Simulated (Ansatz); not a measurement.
The cluster K2S⁺. Charge 1, multiplicity 2. Geometry relaxed at PBE-D4/def2-TZVP.

```xyz
3

K     2.578   -0.614   -1.320
K    -2.581    0.611    1.315
S     0.003    0.003    0.005
```

The structure comes from a short search, and lower isomers may exist.

Problem. Estimate the harmonic wavenumbers at UKS PBE-D4/def2-TZVP (Ansatz, unscaled). Is this a minimum?

Solution. 32, 38, 138, 242 cm⁻¹. Yes, no mode is imaginary beyond noise. Zero-point energy 2.7 kJ/mol. Hardware: 4 threads of Arm Neoverse V2 on a shared host. Wall time 65 s.
